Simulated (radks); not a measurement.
Results of a calculation; reference values are marked as such.
Q: All-electron atom: Pd in [Ar] 3d10 4s1.75 4p6 4d10 5s0.25 (fractional occupations, a model configuration). Code: a radial shooting solver on a logarithmic mesh with Libxc functionals. Model: scalar-relativistic Kohn-Sham, LDA (Slater exchange, VWN5 correlation), spin-polarised, spherical densities, finite nucleus; open shells are filled with parallel spins first (spin-orbit coupling, left out, can overturn this in heavy ions); Fermi nuclear charge, rms radius 4.5318 fm. Some entries of the table are withheld. Estimate them.

orbital,occ.,eigenvalue (hartree),<r> (bohr)
1s up,1,-887.0017,0.03188
1s down,1,-886.9985,0.03189
2s up,1,-129.5866,0.1385
2s down,1,-129.5843,0.1385
2p up,3,-116.2711,0.1207
2p down,3,-116.2688,0.1207
3s up,1,-23.39344,0.3800
3s down,1,-23.38999,0.3800
3p up,3,-19.01569,0.3792
3p down,3,-19.01211,0.3792
3d up,5,-12.03782,0.3579
3d down,5,-12.03423,0.3578
4s up,1,-3.18769,0.9441
4s down,0.75,-3.17676,0.9445
4p up,3,-1.93217,1.040
4p down,3,-1.92220,1.041
4d up,5,-0.19023,1.552
4d down,5,-0.18278,1.555
5s up,0.25,(1),3.303
5s down,0,(2),3.315
5p up,0,-0.01977,5.564
5p down,0,-0.01544,5.844

A: 
(1) 5s up eigenvalue (hartree): -0.14452
(2) 5s down eigenvalue (hartree): -0.13825
